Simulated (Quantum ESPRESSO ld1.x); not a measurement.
Values are calculated unless marked as measured or tabulated.
Bi63+, 20 electrons, occupied as [Ar] 3d2. Code: ld1.x of Quantum ESPRESSO 7.5. Model: scalar-relativistic Kohn-Sham, LDA (Slater exchange, VWN5 correlation), spin-polarised, spherical densities, point nucleus; open shells are filled with parallel spins first.

Unscreened Slater integrals over Kohn-Sham orbitals (cm^-1). They are taken over the spin-up orbitals.

| integral | value |
|---|---|
| F0(3d,3d) | 1375400 |
| F2(3d,3d) | 712780 |
| F4(3d,3d) | 461570 |
| F0(3d,3p) | 1274300 |
| F2(3d,3p) | 610440 |
| G1(3d,3p) | 643670 |
| G3(3d,3p) | 433570 |
| F0(3d,3s) | 1272100 |
| G2(3d,3s) | 510000 |
| F0(3d,2p) | 1736400 |
| F2(3d,2p) | 532960 |
| G1(3d,2p) | 505510 |
| G3(3d,2p) | 291360 |
| F0(3p,3p) | 1217000 |
| F2(3p,3p) | 606740 |
| F0(3p,3s) | 1212800 |
| G1(3p,3s) | 788310 |
| F0(3p,2p) | 1613600 |
| F2(3p,2p) | 414690 |
| G0(3p,2p) | 167210 |
| G2(3p,2p) | 184760 |
| F0(3s,3s) | 1211600 |
| F0(3s,2p) | 1583900 |
| G1(3s,2p) | 166260 |
| F0(2p,2p) | 3330300 |
| F2(2p,2p) | 1569900 |

Derived for the open shells (J is the average intra-shell exchange parameter used in DFT+U). 3d: Racah B = F2/49 - 5 F4/441 = 9313 cm^-1, C = 35 F4/441 = 36630 cm^-1, C/B = 3.93, F4/F2 = 0.648, J = (F2 + F4)/14 = 83880 cm^-1.
